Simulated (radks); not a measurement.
Values are calculated unless marked as measured or tabulated.
Correlation energies from several functionals, in hartree. Species: Sc3+ [Ar]; Ir75+ [He]; Yb2+ [Xe] 4f14. Code: a radial shooting solver on a logarithmic mesh with Libxc functionals. Model: non-relativistic Kohn-Sham, exchange-only B88, spin-polarised, spherical densities, point nucleus. Every spin shell is full or empty, so the densities are truly spherical. Functionals are evaluated on that one density, not self-consistently.

| functional | Sc3+ | Ir75+ | Yb2+ |
|---|---|---|---|
| PW92 | -1.5504 | -0.32325 | -7.0453 |
| VWN5 | -1.5577 | -0.32377 | -7.0750 |
| Wigner | -0.95254 | -0.11236 | -3.6929 |
| PBEsol | -0.87369 | -0.063124 | -4.5925 |
| LYP | -0.80267 | -0.050520 | -3.6912 |
| OP (B88) | -0.78395 | -0.083952 | -3.6181 |
| revTPSS | -0.77284 | -0.050936 | -4.1281 |
| SCAN | -0.73735 | -0.045975 | -4.1490 |
